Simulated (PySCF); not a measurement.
## How exact exchange moves a shielding

Molecule: SMILES S(C)B(C)P, C₂H₈BPS.

Atoms are numbered as in `[CH3:1][S:2][B:3]([CH3:4])[PH2:5]`; H(Xn) means a hydrogen on atom n.

GIAO shieldings (ppm, equivalent atoms averaged) in PySCF 2.14 on the PBE0-D3(BJ)/def2-SVP geometry, basis pcSseg-1, gas phase, non-relativistic:

| functional | exact exchange (%) | σ(C1) | σ(C4) | σ(S2) |
| --- | --- | --- | --- | --- |
| BLYP | 0 | 155.0 | 162.4 | 360.8 |
| BP86 | 0 | 159.6 | 166.2 | 379.1 |
| PBE | 0 | 160.0 | 166.5 | 377.9 |
| B3LYP | 20 | 160.1 | 166.7 | 391.0 |
| mPW1PW91 | 25 | 164.7 | 170.4 | 412.6 |
| BHandHLYP | 50 | 166.5 | 171.9 | 433.8 |
| HF | 100 | 175.9 | 179.4 | 505.0 |

(1) Fit each shielding as a line in the percentage of exact exchange.

(2) What does the line predict for PBE0 (25 %), and what does the run give?

## Answers

(1) σ(C1) = 158.2 + 0.18 x (rms 1.8 ppm); σ(C4) = 165.1 + 0.14 x (rms 1.5 ppm); σ(S2) = 371.9 + 1.32 x (rms 7.0 ppm). The functionals also differ in their semilocal parts, which the line can't hold; Hartree–Fock has no correlation at all.

(2) σ(C1): 162.7 predicted, 165.7 computed; σ(C4): 168.6 predicted, 171.2 computed; σ(S2): 404.9 predicted, 414.6 computed ppm.
